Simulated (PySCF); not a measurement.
A PySCF script (with the pyscf-properties extension) for the NMR shieldings of SMILES CO[C@@]1(F)CCCCOC1, C7H13FO2, on a GFN2-xTB geometry:

```python
import basis_set_exchange as bse
import numpy as np
from pyscf import gto, dft
from pyscf.prop import nmr

atoms = """
C     3.095855    0.685894    0.549422
O     2.021679   -0.132501    0.980291
C     0.848092   -0.065216    0.248578
F     1.160445   -0.408248   -1.077436
C    -0.085867   -1.133398    0.826863
C    -1.159323   -1.621971   -0.145394
C    -2.321083   -0.644132   -0.294465
C    -1.867684    0.748558   -0.732138
O    -1.157473    1.416882    0.296645
C     0.235394    1.356492    0.211564
H     3.947753    0.383582    1.154318
H     3.318317    0.514828   -0.506583
H     2.891647    1.748092    0.711413
H    -0.542797   -0.720045    1.726122
H     0.555579   -1.967720    1.115538
H    -0.705937   -1.806147   -1.120857
H    -1.547922   -2.572372    0.224648
H    -3.027878   -1.030771   -1.030778
H    -2.841032   -0.544098    0.660445
H    -2.746317    1.368864   -0.937226
H    -1.261498    0.687778   -1.642991
H     0.593320    1.904119    1.087644
H     0.591978    1.858514   -0.702057
"""
names = dict.fromkeys(["C", "O", "F", "H"], "pcSseg-1")
basis = {el: gto.basis.parse(bse.get_basis(n, elements=[el], fmt="nwchem")) for el, n in names.items()}
mol = gto.M(atom=atoms, basis=basis, charge=0, verbose=0)
mf = dft.RKS(mol, xc="PBE0")
mf.grids.level = 2
mf.grids.alignment = dft.numint.BLKSIZE   # the property module wants whole blocks of grid points
mf.conv_tol = 1e-9
mf.kernel()

calc = nmr.RKS(mf)   # GIAO
C = mf.mo_coeff
Co = C[:, mf.mo_occ > 0]
resp = mf.gen_response(singlet=True, hermi=2)
def vind(x):   # induced exchange potential for any number of trial vectors
    d = np.einsum("pi,xij,qj->xpq", C, 2 * x.reshape(-1, C.shape[1], Co.shape[1]), Co, optimize=True)
    return np.einsum("xpq,pi,qj->xij", resp(d - d.transpose(0, 2, 1)), C, Co, optimize=True).ravel()
mo1, _ = nmr.rhf.solve_mo1(calc, with_cphf=vind)
sigma = calc.kernel(mo1)
for i, s in enumerate(sigma):   # ppm
    print("%2d %-2s %9.2f" % (i, mol.atom_pure_symbol(i), np.trace(s) / 3))
```

Problem. What are the results?

Solution. 
```
 0 C     135.12
 1 O     243.23
 2 C      63.41
 3 F     310.05
 4 C     146.07
 5 C     161.99
 6 C     151.11
 7 C     112.28
 8 O     297.69
 9 C     105.71
10 H      28.15
11 H      27.80
12 H      28.42
13 H      29.54
14 H      29.70
15 H      29.77
16 H      30.12
17 H      30.24
18 H      30.05
19 H      27.48
20 H      28.42
21 H      27.52
22 H      27.63
```

These numbers come from an equivalent density-fitted implementation of the same equations, which agrees with the script to about 0.01 ppm for H and up to a few tenths of a ppm for heavy atoms, so last digits may differ.

Problem. Turn these shieldings into chemical shifts. δ = σ(ref) − σ, references computed at the same level: 13C (186.93 ppm), 1H (31.72 ppm) against TMS; H2O for 17O (336.08 ppm); 19F (170.95 ppm) against CFCl3.

Solution. Averaging equivalent atoms: C 2: 123.5; C 9: 81.2; C 7: 74.6; C 0: 51.8; C 4: 40.9; C 6: 35.8; C 5: 24.9; O 1: 92.8; O 8: 38.4; F 3: -139.1; H 19: 4.23; H 21: 4.20; H 22: 4.09; H 10/11/12: 3.59; H 20: 3.29; H 13: 2.17; H 14: 2.02; H 15: 1.94; H 18: 1.67; H 16: 1.59; H 17: 1.48 ppm. Unscaled 19F shifts against computed CFCl3 carry errors that often reach 10 to 50 ppm. Experimental scales use liquid or dissolved standards, which lie at an offset from isolated H2O (liquid H2O: subtract about 36 ppm).

Size and cost of the density-fitted run: 235 basis functions, 100 s wall time on 1 thread of an Arm Neoverse N1, shared host; peak memory 1.1 GiB.
